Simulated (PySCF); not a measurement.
## Calculated data, BH5N2Si, BH3NOSi, B2H3NSi, BFHNSi

Calculation on a computer-drawn molecule: the log of a Hartree-Fock and frozen-core CCSD(T) single point meant for a local Hartree-Fock minimum, with one planted fault or none, to be diagnosed. Offsets are logged minus clean, where the clean run is the same molecule without the fault. The reference is restricted for singlets and unrestricted otherwise, and also for a bond in bohr or an excited solution. Adding or removing an electron swaps singlet and doublet. The excited solution moves the top pair (singlet) or top alpha electron (doublet) to the lowest empty orbital. Highest occupied and lowest empty are orbital energies over both spins, largest force is the largest gradient component, triples share is (T) over the correlation energy, the T1 limit is 0.02 restricted and 0.045 unrestricted, electrons count all cores, a negative frequency is imaginary (commonest isotopes), and the dipole is about the centre of nuclear charge. Program: PySCF 2.14.0.

Common to all runs: meant charge 0; meant basis cc-pV(D+d)Z; logged SCF converged yes; possible faults no fault, one electron removed, one electron added, multiplicity raised by two, geometry at a saddle point, SCF held on an excited solution, minimal basis STO-3G, one bond length entered in bohr, all coordinates scaled.

(1) BH5N2Si

Logged structure:
```xyz
9
BH5N2Si
B     -1.2895    -3.4241     1.3950
N     -1.1380    -2.3252     0.8388
Si    -0.9020    -0.8292     0.0471
N     -1.1494     0.4607     1.1563
H     -1.4359    -4.4610     1.9218
H      0.4849    -0.6956    -0.4478
H     -1.8113    -0.8097    -1.1242
H     -0.7854     1.3650     0.9182
H     -2.0416     0.5575     1.6050
```

| Item | Value |
| --- | --- |
| meant multiplicity | 1 |
| logged electrons | 39 |
| logged basis functions | 90 |
| logged spin squared | 0.7644 |
| logged highest occupied | 2.5645 eV |
| logged lowest empty | 8.85 eV |
| logged largest force | 0.14049 hartree/bohr |
| logged T1 diagnostic | 0.039156 |
| logged D1 diagnostic | 0.24732 |
| logged triples share | 0.03112 |
| logged CC converged | yes |
| logged dipole magnitude | 6.7742 debye |
| logged SCF stable within its kind | yes |
| logged energy HF | -425.3892 hartree |
| logged energy CCSD(T) | -425.9706 hartree |
| planted fault | one electron added |
| HF energy offset from clean run | 75.47 kcal/mol |
| CCSD(T) energy offset from clean run | 63.97 kcal/mol |

Drawn bonds:
```csv
atom,other atom,order
1,2,2
2,3,1
3,4,1
1,5,1
3,6,1
3,7,1
4,8,1
4,9,1
```

Notes: highest electron not bound in this basis.

(2) BH5N2Si

Logged structure:
```xyz
9
BH5N2Si
B     -1.2250    -3.2529     1.3253
N     -1.0811    -2.2090     0.7969
Si    -0.8569    -0.7877     0.0448
N     -1.0919     0.4377     1.0984
H     -1.3641    -4.2380     1.8257
H      0.4606    -0.6608    -0.4254
H     -1.7207    -0.7692    -1.0680
H     -0.7461     1.2967     0.8723
H     -1.9395     0.5296     1.5247
```

| Property | Result |
| --- | --- |
| meant multiplicity | 1 |
| logged electrons | 38 |
| logged basis functions | 90 |
| logged spin squared | 0 |
| logged highest occupied | -10.734 eV |
| logged lowest empty | 4.1653 eV |
| logged largest force | 0.084068 hartree/bohr |
| logged T1 diagnostic | 0.012731 |
| logged D1 diagnostic | 0.034564 |
| logged triples share | 0.027575 |
| logged CC converged | yes |
| logged dipole magnitude | 1.279 debye |
| logged SCF stable within its kind | yes |
| logged energy HF | -425.48018 hartree |
| logged energy CCSD(T) | -426.03177 hartree |
| planted fault | all coordinates scaled, by -5.0 % |
| HF energy offset from clean run | 18.38 kcal/mol |
| CCSD(T) energy offset from clean run | 25.58 kcal/mol |

Drawn bonds:
```csv
atom,other atom,order
1,2,2
2,3,1
3,4,1
1,5,1
3,6,1
3,7,1
4,8,1
4,9,1
```

(3) BH3NOSi

Logged structure:
```xyz
7
BH3NOSi
B     -2.0777    -2.1424    -0.6513
N     -1.5084    -1.8964    -1.7295
Si    -0.5895    -1.6436    -3.1472
O     -0.7967    -0.1199    -3.7496
H     -2.6198    -2.3681     0.3630
H     -1.0328    -2.5561    -4.2220
H     -0.6345     0.6159    -3.1784
```

| Quantity | Value |
| --- | --- |
| meant multiplicity | 2 |
| logged electrons | 37 |
| logged basis functions | 80 |
| logged spin squared | 0.8178 |
| logged highest occupied | -2.9385 eV |
| logged lowest empty | -1.1307 eV |
| logged largest force | 0.15286 hartree/bohr |
| logged dipole magnitude | 3.5936 debye |
| logged SCF stable within its kind | no |
| logged energy HF | -444.54649 hartree |
| planted fault | SCF held on an excited solution |
| HF energy offset from clean run | 117.7 kcal/mol |

Drawn bonds:
```csv
atom,other atom,order
1,2,2
2,3,1
3,4,1
1,5,1
3,6,1
4,7,1
```

Notes: coupled-cluster numbers left out as unreliable.

(4) BH3NOSi

Logged structure:
```xyz
7
BH3NOSi
B     -2.0777    -2.1424    -0.6513
N     -1.5084    -1.8964    -1.7295
Si    -0.5895    -1.6436    -3.1472
O     -0.7967    -0.1199    -3.7496
H     -3.1021    -2.5689     1.2655
H     -1.0328    -2.5561    -4.2220
H     -0.6345     0.6159    -3.1784
```

| Quantity | Value |
| --- | --- |
| meant multiplicity | 2 |
| logged electrons | 37 |
| logged basis functions | 80 |
| logged spin squared | 1.492 |
| logged highest occupied | -8.4757 eV |
| logged lowest empty | 1.3429 eV |
| logged largest force | 0.021702 hartree/bohr |
| logged T1 diagnostic | 0.063227 |
| logged D1 diagnostic | 0.27637 |
| logged triples share | 0.03605 |
| logged CC converged | yes |
| logged dipole magnitude | 2.3833 debye |
| logged SCF stable within its kind | yes |
| logged energy HF | -444.60105 hartree |
| logged energy CCSD(T) | -445.1461 hartree |
| planted fault | one bond length entered in bohr, row 4 of the drawn bonds |
| HF energy offset from clean run | 83.46 kcal/mol |
| CCSD(T) energy offset from clean run | 83.17 kcal/mol |

Drawn bonds:
```csv
atom,other atom,order
1,2,2
2,3,1
3,4,1
1,5,1
3,6,1
4,7,1
```

Notes: T1 above single-reference limit.

(5) B2H3NSi

Logged structure:
```xyz
7
B2H3NSi
B      0.4596    -2.5340     1.2798
N      0.4777    -1.3638     1.8092
Si     0.6574     0.2189     2.6001
B     -1.2382     0.9018     1.9752
H      0.4426    -3.6327     0.7828
H     -2.2569     0.7091     2.6552
H     -1.3953     1.4910     0.8957
```

| Item | Value |
| --- | --- |
| meant multiplicity | 1 |
| logged electrons | 34 |
| logged basis functions | 80 |
| logged spin squared | 0 |
| logged highest occupied | -7.899 eV |
| logged lowest empty | 1.0567 eV |
| logged largest force | 0.036279 hartree/bohr |
| logged T1 diagnostic | 0.018855 |
| logged D1 diagnostic | 0.048524 |
| logged triples share | 0.038145 |
| logged CC converged | yes |
| logged dipole magnitude | 1.7483 debye |
| logged SCF stable within its kind | yes |
| logged energy HF | -394.45414 hartree |
| logged energy CCSD(T) | -394.91306 hartree |
| planted fault | all coordinates scaled, by +2.9 % |
| HF energy offset from clean run | 3.54 kcal/mol |
| CCSD(T) energy offset from clean run | 0.193 kcal/mol |

Drawn bonds:
```csv
atom,other atom,order
1,2,2
2,3,1
3,4,1
1,5,1
4,6,1
4,7,1
```

(6) B2H3NSi

Logged structure:
```xyz
7
B2H3NSi
B     -2.6140    -0.0490     0.0000
N     -1.3625    -0.0254     0.0000
Si     0.2983     0.0056     0.0000
B      2.1373     0.0401     0.0000
H     -3.7838    -0.0710     0.0000
H      2.6825    -1.0228     0.0000
H      2.6422     1.1226     0.0000
```

| Property | Result |
| --- | --- |
| meant multiplicity | 1 |
| logged electrons | 34 |
| logged basis functions | 80 |
| logged spin squared | 0 |
| logged highest occupied | -6.6218 eV |
| logged lowest empty | 1.0591 eV |
| logged largest force | 4.416e-05 hartree/bohr |
| logged lowest frequency | -329.62 cm⁻¹ |
| logged T1 diagnostic | 0.021134 |
| logged D1 diagnostic | 0.059567 |
| logged triples share | 0.042773 |
| logged CC converged | yes |
| logged dipole magnitude | 5.334 debye |
| logged SCF stable within its kind | yes |
| logged energy HF | -394.41198 hartree |
| logged energy CCSD(T) | -394.88058 hartree |
| planted fault | geometry at a saddle point |
| HF energy offset from clean run | 30 kcal/mol |
| CCSD(T) energy offset from clean run | 20.57 kcal/mol |

Drawn bonds:
```csv
atom,other atom,order
1,2,2
2,3,1
3,4,1
1,5,1
4,6,1
4,7,1
```

Notes: T1 above single-reference limit.

(7) B2H3NSi

Logged structure:
```xyz
7
B2H3NSi
B      0.4466    -2.4626     1.2437
N      0.4643    -1.3253     1.7582
Si     0.6389     0.2127     2.5268
B     -1.2033     0.8763     1.9196
H      0.4301    -3.5303     0.7608
H     -2.1932     0.6891     2.5804
H     -1.3560     1.4489     0.8704
```

| Property | Result |
| --- | --- |
| meant multiplicity | 1 |
| logged electrons | 35 |
| logged basis functions | 80 |
| logged spin squared | 0.8191 |
| logged highest occupied | -0.40424 eV |
| logged lowest empty | 6.7778 eV |
| logged largest force | 0.039893 hartree/bohr |
| logged T1 diagnostic | 0.027567 |
| logged D1 diagnostic | 0.095573 |
| logged triples share | 0.038432 |
| logged CC converged | yes |
| logged dipole magnitude | 3.2827 debye |
| logged SCF stable within its kind | yes |
| logged energy HF | -394.4445 hartree |
| logged energy CCSD(T) | -394.91742 hartree |
| planted fault | one electron added |
| HF energy offset from clean run | 9.589 kcal/mol |
| CCSD(T) energy offset from clean run | -2.543 kcal/mol |

Drawn bonds:
```csv
atom,other atom,order
1,2,2
2,3,1
3,4,1
1,5,1
4,6,1
4,7,1
```

(8) BFHNSi

Logged structure:
```xyz
5
BFHNSi
B     -1.4136    -2.0845     0.5850
N     -0.2071    -1.8058     0.4159
Si     1.3581    -1.2700    -0.0030
F      2.2584    -2.1221     1.0558
H     -2.5435    -2.3481     0.7465
```

| Property | Result |
| --- | --- |
| meant multiplicity | 1 |
| logged electrons | 35 |
| logged basis functions | 70 |
| logged spin squared | 0.7585 |
| logged highest occupied | -18.227 eV |
| logged lowest empty | -7.6223 eV |
| logged largest force | 0.087413 hartree/bohr |
| logged T1 diagnostic | 0.022067 |
| logged D1 diagnostic | 0.080754 |
| logged triples share | 0.032493 |
| logged CC converged | yes |
| logged dipole magnitude | 4.401 debye |
| logged SCF stable within its kind | yes |
| logged energy HF | -467.85018 hartree |
| logged energy CCSD(T) | -468.35532 hartree |

Drawn bonds:
```csv
atom,other atom,order
1,2,2
2,3,1
3,4,1
1,5,1
```

**Q.** Which fault was planted in the run of BFHNSi (entry 8)?
**A.** one electron removed

Further results for BFHNSi (entry 8):

| Quantity | Value |
| --- | --- |
| HF energy offset from clean run | 198.5 kcal/mol |
| CCSD(T) energy offset from clean run | 218.2 kcal/mol |
